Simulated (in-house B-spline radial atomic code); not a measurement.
A calculation on Tb²⁺ (an excited or competing configuration): its settings, and results tabulated from the run. Method: Dirac-Hartree-Fock, average of the jj configuration, Fermi nucleus of rms radius 5.06 fm. Calculated with an all-electron radial atomic-structure program (B-spline basis).

In the input, a minus or plus after the letter marks the j = l - 1/2 or j = l + 1/2 subshell.

Command:
```bash
python run_scf.py task.json out
```
Settings (nuclear radius in fm, mass in u):
```
Z                65
configuration    1s2 2s2 2p6 3s2 3p6 3d10 4s2 4p6 4d-4 4d+5 4f-2 4f+7 5s2 5p6 7p-1
hamiltonian      dirac
method           hf
spin_polarised   False
nucleus          fermi
rms_radius       5.06
atomic_mass      158.92535
speed_of_light   137.035999084
```

Output (hartree, bohr):
```
 radial grid: 81 intervals, B-splines of order 8, outer radius 60 bohr

 iter        energy (Eh)    residual
    1      -11651.368334    7.94e-01
    2      -11675.375656    1.19e+00
    3      -11703.744103    3.54e-01
    4      -11705.621364    1.13e-01
    5      -11705.853758    1.63e-02
    6      -11705.861614    1.15e-02
    7      -11705.864260    1.12e-03
    8      -11705.864331    8.97e-04
    9      -11705.864352    4.47e-05
   10      -11705.864352    5.15e-06
   11      -11705.864352    6.10e-07

 total energy                    -11705.86435
 kinetic                           12799.6769
 electron-nucleus                 -28756.5050
 electron-electron                  4250.9637

 first-order corrections (not in the total)
   Gaunt                            12.2256
   retardation                      -1.2865
   frequency dependence             -0.1710
   self-energy                       8.5995
   Uehling                          -1.4092
   Wichmann-Kroll                    0.0456
   recoil                            0.0259

 orbital      occ     eigenvalue          <r>       <r^2>       <1/r>     <1/r^2>       <r^4>       r_max    small
 1s1/2      2.000     -1923.4732    0.0215032 0.000631478     73.0904     12236.1 1.06417e-06     0.01364  5.88e-02
 2s1/2      2.000      -324.3340    0.0908696  0.00981278     17.4943     1560.09 0.000167313     0.07759  1.30e-02
 2p1/2      2.000      -307.5307    0.0759749   0.0071402     17.4279     493.416    0.000104     0.05866  1.31e-02
 2p3/2      4.000      -280.0012     0.082877   0.0083637     15.3452     321.022 0.000137632     0.06455  1.21e-02
 3s1/2      2.000       -74.7605     0.238065   0.0649088     6.40328     339.292  0.00638025      0.2194  4.18e-03
 3p1/2      2.000       -67.4323     0.228053   0.0605039     6.30762     108.346  0.00580568      0.2071  4.11e-03
 3p3/2      4.000       -61.6690     0.241081   0.0674221     5.78044     71.5522  0.00716531      0.2194  3.84e-03
 3d3/2      4.000       -49.2141     0.213559     0.05364     5.64797     39.9243  0.00513264      0.1742  3.70e-03
 3d5/2      6.000       -48.0104     0.218199    0.055921     5.50663      37.583  0.00558002      0.1779  3.61e-03
 4s1/2      2.000       -16.5723     0.540548    0.329597     2.65342      79.887    0.157631      0.5044  1.30e-03
 4p1/2      2.000       -13.6091     0.552292    0.346795     2.54462     24.9437    0.179442      0.5088  1.23e-03
 4p3/2      4.000       -12.3255     0.580706    0.383306     2.37496     16.7134    0.219498      0.5343  1.14e-03
 4d3/2      4.000        -7.3761     0.615475    0.439037     2.15089     8.38479    0.313483      0.5416  9.64e-04
 4d5/2      5.000        -7.3359     0.625838    0.454249     2.11338     7.98723    0.336459      0.5508  9.47e-04
 4f5/2      2.000        -1.5450     0.791627    0.794473     1.61819     3.38797     1.53308      0.5496  5.90e-04
 4f7/2      7.000        -1.5240     0.801595    0.815527     1.59981     3.31242     1.61984      0.5546  5.80e-04
 5s1/2      2.000        -3.0773      1.31708     1.94621     1.00218     13.0627     5.56595        1.18  2.64e-04
 5p1/2      2.000        -2.1464      1.45639     2.39413    0.896875     3.68296      8.6642       1.279  2.17e-04
 5p3/2      4.000        -1.9735      1.53649     2.66347    0.842105     2.49456     10.7096       1.349  1.97e-04
 7p1/2      1.000        -0.2915      7.53806     63.3337    0.171188    0.162707     5435.35       7.545  1.29e-05
```

Cost of the run: 1.9 s on 1 thread of Arm Neoverse V1, with other jobs on the host.

For the Dirac Hamiltonian the kinetic term is c α·p + (β - 1)c².
